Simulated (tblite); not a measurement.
Compound: C6H5F3O.
Numbering: `[F:1][CH2:2]/[C:3]([F:4])=[C:5]1\[CH:6]=[C:7]([F:8])[CH2:9][O:10]1` (hydrogens: H11, H12 on C2; H13 on C6; H14, H15 on C9)

Computed geometry: GFN2-xTB, gas phase.

(1) Give the optimised bond lengths and angles.

Results:

(1) 
```csv
bond,length (pm),order
F1–C2,137.5,single
C2–C3,149.7,single
C3–F4,135.6,single
C3=C5,134.1,double
C5–C6,145.1,single
C6=C7,133.2,double
C7–F8,132.9,single
C7–C9,149.7,single
C9–O10,141.3,single
C5–O10,137.1,single
"C2–H11, C2–H12",109.6,single
C6–H13,107.0,single
"C9–H14, C9–H15",109.8,single
```

Bonds in one row agree within 1 pm and their mean is given. Orders are formal, as drawn. A selection of angles:
```csv
angle,degrees
F1–C2–C3,111.4
C2–C3–F4,113.5
C2–C3–C5,126.3
F4–C3–C5,120.2
C3–C5–C6,127.1
C3–C5–O10,123.0
C6–C5–O10,109.8
C5–C6–C7,106.2
C6–C7–F8,128.4
C6–C7–C9,110.9
F8–C7–C9,120.7
C7–C9–O10,103.7
C5–O10–C9,109.4
```

Torsions: F1–C2–C3–F4 -135° (anticlinal); C2–C3–C5–C6 0° (synperiplanar); C3–C5–C6–C7 -179° (antiperiplanar); C5–C6–C7–F8 180° (antiperiplanar); C6–C7–C9–O10 0° (synperiplanar); C7–C9–O10–C5 1° (synperiplanar); C3–C5–O10–C9 179° (antiperiplanar). The mirror-image conformer, all signs reversed, is as good.

The 2 C–O bonds span 1.371 Å (C5–O10, drawn single) to 1.413 Å (C9–O10, drawn single), a spread of 0.042 Å. The 5-membered ring C5–C6–C7–C9–O10 has internal angles of 103.7° to 110.9° (sum 540°, against 540° for a flat polygon); it is planar, 0.00 Å rms from its mean plane, widest ring torsion 1°. The 5 C–C bonds span 1.332 Å (C6=C7, drawn double) to 1.497 Å (C7–C9, drawn single), a spread of 0.165 Å. The 3 C–F bonds span 1.329 Å (C7–F8, drawn single) to 1.375 Å (F1–C2, drawn single), a spread of 0.046 Å. Of the pairs four or more bonds apart, F1···H13 is among the closest relative to their van der Waals radii: 2.52 Å, 94 % of the sum of Bondi's values.

Point group: C1 (no symmetry element, even within 0.4 Å). Its GFN2-xTB frequencies are all real (lowest 48 cm⁻¹). One conformer, not necessarily the lowest.
